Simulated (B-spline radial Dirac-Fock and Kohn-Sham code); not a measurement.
**Binding energies of Te⁶⁺ at several levels of theory**

System: Te⁶⁺ in the configuration 1s2 2s2 2p6 3s2 3p6 3d10 4s2 4p6 4d9 5p1 (an excited configuration).

The density-functional columns are spherical, spin-unpolarised Dirac-Kohn-Sham results without Breit or QED terms: −ε is minus the orbital energy of the initial state and ΔSCF the difference of two total energies. The reference in the last column comes from multi-electron Dirac-Fock with separately optimised hole states, Breit and Lamb-shift corrections added in first order. All numbers are from a radial finite-basis atomic code, in eV; a selection of levels is shown. The Kohn-Sham columns are given as differences from the reference. For the 1s level of heavy atoms much of the gap between ΔSCF and the reference is the Breit and QED part, -109.1 eV here; for other levels the error of the functional can be larger.

```
level  LDA −ε − DF  LDA ΔSCF − DF  Dirac-Fock
    K       -257.5          +99.1     31912.1
   L1       -118.6          -52.0      5044.6
   L2        -88.9           -6.7      4712.3
   L3        -92.1          -15.0      4441.4
   M1        -60.0          -35.2      1107.4
   M2        -48.1          -22.6       970.8
   M3        -47.6          -22.8       919.1
   M4        -29.8           -2.6       680.5
   N1        -25.4          -12.8       271.0
   N2        -19.5           -7.3       221.9
   N3        -19.5           -7.6       211.8
 N4,5         -9.7           +1.3       131.0
 O2,3         -3.2           +2.4       70.66
```

Values without a named source are computed, but for edge energies of neutral atoms, which are taken from tables.
